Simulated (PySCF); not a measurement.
**SbH and its ions**

r²SCANh; PySCF, scalar-relativistic core potentials, basis sets Sb def2-SVPD with ECP28, H def2-SVPD. Neutral (UKS): triplet (π ↑↑), Re = 1.720 Å, ωe = 1937 cm⁻¹, De = 2.58 eV, HOMO -6.13 eV, LUMO -2.92 eV.

SbH⁺ (UKS): doublet (π ↑), Re = 1.718 Å, ωe = 1991 cm⁻¹, De = 2.71 eV to Sb⁺ + H. The energies at the minima are -240.88931 hartree for SbH and -240.55632 for SbH⁺.

Question: Work out the adiabatic ionisation energy, without and with harmonic zero-point energies (1 hartree = 27.2114 eV, 1 eV = 8065.5 cm⁻¹), and the change of the bond length.

Answer: At r²SCANh: 0.33299 hartree = 9.061 eV between the minima; the zero-point term (1991.0 − 1937.0)/2 cm⁻¹ = +0.003 eV makes it 9.064 eV. Re changes by -0.2 pm against the neutral. The electron leaves a π orbital, which is non-bonding in a hydride.

Spin–orbit coupling is left out, which matters for elements this heavy, above all for dissociation energies. For an ion De counts to the pair picked by the measured ionisation energies or electron affinities, which need not be the lowest pair at this level. States were picked by a PBE0 search and need not be the measured ground states.
